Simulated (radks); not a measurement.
Values are calculated unless marked as measured or tabulated.
All-electron atom: Re+ in [Xe] 4f14 5d5.5 6s0.5 (fractional occupations, a model configuration).

Code: a radial shooting solver on a logarithmic mesh with Libxc functionals. Model: scalar-relativistic Kohn-Sham, BLYP, spin-polarised, spherical densities, finite nucleus; open shells are filled with parallel spins first (spin-orbit coupling, left out, can overturn this in heavy ions); Fermi nuclear charge, rms radius 5.3698 fm.

Energy parts (eV):
| part | energy |
|---|---|
| total | -454162.70 |
| kinetic | 501704.74 |
| electron-nucleus | -1123588.46 |
| Hartree | 176735.87 |
| exchange-correlation | -9014.85 |

Orbitals (lengths in bohr, moments of r in powers of bohr; <r^-3> diverges for s and p1/2):
orbital  occ.  eigenvalue (eV)  <r^-3>      <r^2>       <r^4>
1s up       1        -71649.71       -  0.0004480   5.458e-07
1s down     1        -71649.71       -  0.0004480   5.458e-07
2s up       1        -12428.54       -   0.006877  0.00008168
2s down     1        -12428.32       -   0.006877  0.00008167
2p up       3        -10850.20   20800   0.005707  0.00006451
2p down     3        -10850.03   20810   0.005707  0.00006451
3s up       1        -2881.753       -    0.04458    0.002992
3s down     1        -2881.683       -    0.04458    0.002992
3p up       3        -2416.164    4664    0.04540    0.003231
3p down     3        -2416.085    4664    0.04539    0.003231
3d up       5        -1887.466   595.5    0.03764    0.002493
3d down     5        -1887.320   595.5    0.03764    0.002493
4s up       1        -605.8373       -     0.2191     0.06962
4s down     1        -605.6296       -     0.2191     0.06961
4p up       3        -453.0564    1092     0.2497     0.09288
4p down     3        -452.8611    1091     0.2497     0.09280
4d up       5        -261.1876   119.7     0.2897      0.1351
4d down     5        -260.9587   119.8     0.2894      0.1346
5s up       1         -91.9844       -      1.215       2.173
5s down     1         -90.2395       -      1.200       2.121
5p up       3         -54.0958   160.4      1.674       4.322
5p down     3         -51.8605   164.4      1.653       4.232
4f up       7         -48.3222   20.90     0.4235      0.4154
4f down     7         -47.9008   21.03     0.4167      0.3963
5d up       5         -12.8053   8.042      4.177       33.15
6s up     0.5         -12.7762       -      9.181       128.7
6s down     0         -11.1435       -      10.16       160.9
5d down   0.5         -10.3041   7.794      4.587       42.99

The highest occupied level is 5d down at -10.304 eV. The configuration is held as typed, so some empty levels lie below it. The density falls to 0.001 e/bohr^3 at r = 4.13 bohr. The spin density at the nucleus is 36.06 e/bohr^3 (1s 0.03, 2s -1.49, 3s 0.19, 4s 1.70, 5s -17.82, 6s 53.45). Spin moment in Bohr magnetons: 5. The electron density at the nucleus is 1.65e+06 e/bohr^3 (large components only). Summed over all electrons, <r^2> = 51.66 bohr^2, which gives a Langevin (diamagnetic) susceptibility term of -40.9 x 10^-6 cm^3/mol.
